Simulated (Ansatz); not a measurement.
A nudged elastic band was laid between two geometries of FGeH3 (5 atoms, charge 0, multiplicity 1).

All numbers below come from RKS r2SCAN-D4/def2-SVP in Ansatz 0.2.0.

```
movable images  : 9
climbing image  : yes
spring          : 5.0 eV/Å²
optimiser       : quadratic models (default)
start path      : through a guess of the saddle point
force threshold : 0.05 eV/Å
iteration limit : 60
end points      : relaxed
```

Image 0:

```xyz
5
Properties=species:S:1:pos:R:3
Ge 0.260 0.000 0.100
F 0.331 0.000 1.843
H 1.709 0.000 -0.398
H -0.492 1.272 -0.307
H -0.492 -1.272 -0.307
```

Image 10:

```xyz
5
Properties=species:S:1:pos:R:3
Ge -0.005 0.000 -0.787
F 1.158 0.000 1.208
H 2.033 0.000 0.888
H -0.935 1.139 -0.188
H -0.935 -1.139 -0.188
```

(1) What changes between the two ends?

(2) What energy profile does the band end with?

(3) What is the geometry of the highest image?

(4) What are the harmonic wavenumbers there?

Results:

(1) Bonds broken: Ge1–F2, Ge1–H3. Bonds formed: F2–H3. FGeH3 becomes FH + GeH2.

(2) The run converged. The highest image is number 6 of 0 to 10, 2.61 eV above the first end and 0.54 eV above the last; the last end lies 2.07 eV above the first. A vibrational analysis at the climbing image gives one clearly imaginary mode, 1172i cm⁻¹: a first-order saddle point. The orbitals stay closed-shell, which can raise the energy where a bond breaks towards radicals; this wasn't checked here.

| image | path coordinate (Å) | energy (eV) | Ge1–F2 (Å) | Ge1–H3 (Å) | F2–H3 (Å) |
| --- | --- | --- | --- | --- | --- |
| 0 | 0.00 | 0.00 | 1.75 | 1.53 | 2.63 |
| 1 | 0.22 | 0.08 | 1.74 | 1.53 | 2.45 |
| 2 | 0.44 | 0.37 | 1.75 | 1.52 | 2.22 |
| 3 | 0.66 | 0.90 | 1.78 | 1.52 | 1.97 |
| 4 | 0.88 | 1.64 | 1.84 | 1.52 | 1.73 |
| 5 | 1.10 | 2.33 | 1.94 | 1.56 | 1.49 |
| 6 | 1.32 | 2.61 | 2.04 | 1.64 | 1.26 |
| 7 | 1.55 | 2.37 | 2.16 | 1.82 | 1.04 |
| 8 | 1.79 | 2.17 | 2.28 | 2.09 | 0.96 |
| 9 | 2.02 | 2.09 | 2.30 | 2.37 | 0.94 |
| 10 | 2.26 | 2.07 | 2.31 | 2.64 | 0.93 |

(3) 
```xyz
5
Properties=species:S:1:pos:R:3
Ge 0.207 0.000 -0.369
F 0.982 0.000 1.517
H 1.634 0.000 0.444
H -0.754 1.218 -0.330
H -0.754 -1.218 -0.330
```

(4) 1172i, 441, 529, 704, 719, 945, 1862, 2075, 2094 cm⁻¹.

The run took 63 s on 1 thread of Intel(R) Xeon(R) 6975P-C (Granite Rapids), on a shared host, peak memory 0.12 GiB.
